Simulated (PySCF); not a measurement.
Zn(SiH3)(OSiH3) (H6OSi2Zn), SMILES [O]([Zn][SiH3])[SiH3].

Geometry optimised at PBE0-D3(BJ)/def2-SVP. The structure was generated by enumeration; whether it is a known compound was not checked. The values are those of a single conformer.

Calculation: TDA-PBE/def2-SVPD run with PySCF.

Vertical excitations. Isolated molecule, no solvent.

```tsv
state	energy (eV)	λ (nm)	f	main pairs
S1	5.04	246	0.000	HOMO→LUMO 97 %
S2	5.11	242	0.000	HOMO→LUMO+1 58 %, HOMO−1→LUMO 41 %
S3	5.18	239	0.001	HOMO−1→LUMO+1 94 %
S4	5.23	237	0.006	HOMO→LUMO+2 93 %
S5	5.33	233	0.010	HOMO−1→LUMO+2 94 %
S6	5.44	228	0.092	HOMO−1→LUMO 53 %, HOMO→LUMO+1 35 %
S7	6.34	196	0.130	HOMO−2→LUMO 88 %
S8	6.38	194	0.077	HOMO−2→LUMO+1 88 %
S9	6.50	191	0.396	HOMO−2→LUMO+2 81 %
S10	6.73	184	0.002	HOMO→LUMO+3 99 %
T1	4.93	251	0	HOMO−1→LUMO 71 %, HOMO→LUMO+1 27 %
T2	4.94	251	0	HOMO→LUMO 88 %
T3	4.98	249	0	HOMO→LUMO+1 72 %, HOMO−1→LUMO 26 %
T4	5.05	246	0	HOMO−1→LUMO+1 54 %, HOMO→LUMO+2 40 %
```
Triplets are in the Tamm–Dancoff approximation.
